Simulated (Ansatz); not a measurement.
Wavefunction ladder for Cl2Te, SMILES `Cl[Te]Cl`

```xyz
3

Cl   -1.590   -0.232   -0.890
Te    0.307    0.926   -0.227
Cl    1.283   -0.693    1.117
```

Charge 0, multiplicity 1. Correlated methods include outer-core shells of Te, which these sets cover unevenly. Te takes the def2 core potential. The structure was optimised at the PBE0-D4/def2-TZVP level. Frozen core, restricted reference, Ansatz 0.2.0.

```json
{"basis": "def2-SVP", "HF (Eh)": "-1185.71732", "MP2 corr.": "-0.37450", "CCSD corr.": "-0.40674", "(T)": "-0.01038", "CCSD(T) total": "-1186.13444"}
{"basis": "def2-TZVPP", "HF (Eh)": "-1186.05628", "MP2 corr.": "-0.83136", "CCSD corr.": "-0.83780", "(T)": "-0.02945", "CCSD(T) total": "-1186.92353"}
{"basis": "def2-QZVPP", "HF (Eh)": "-1186.08647", "MP2 corr.": "-1.03285", "CCSD corr.": "-1.01580", "(T)": "-0.03851", "CCSD(T) total": "-1187.14078"}
```
